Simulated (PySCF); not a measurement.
**Radial density of Al²⁺ (aluminium, charge +2)**

M06-L, [Ne] 3s1, 2S determinant. Computed with PySCF 2.14 in def2-TZVP, with no relativity, point nucleus.

```
r (bohr)  4πr²ρ (e/bohr)  4πr²(ρα − ρβ)
 0.00233         0.08977         0.0002
 0.00392          0.2447         0.0006
 0.00659          0.6438         0.0016
  0.0111           1.624         0.0040
  0.0186           3.773         0.0092
  0.0314           7.697         0.0185
  0.0528           12.58         0.0284
  0.0887           14.45         0.0243
   0.149           10.52         0.0024
   0.251           8.871         0.0381
   0.422           12.64         0.1047
   0.710           8.417        -0.0095
    1.19           1.742         0.2143
    2.01          0.5857         0.5469
    3.38          0.1509         0.1509
    5.69       0.0008551         0.0009
```

(1) Where is the radial spin density 4πr²(ρα − ρβ) most negative, and why is it negative at all?

Results:

(1) Around r = 0.710 bohr, down to -0.0095 e/bohr: exchange with the open shell polarises the paired shells in an unrestricted calculation.
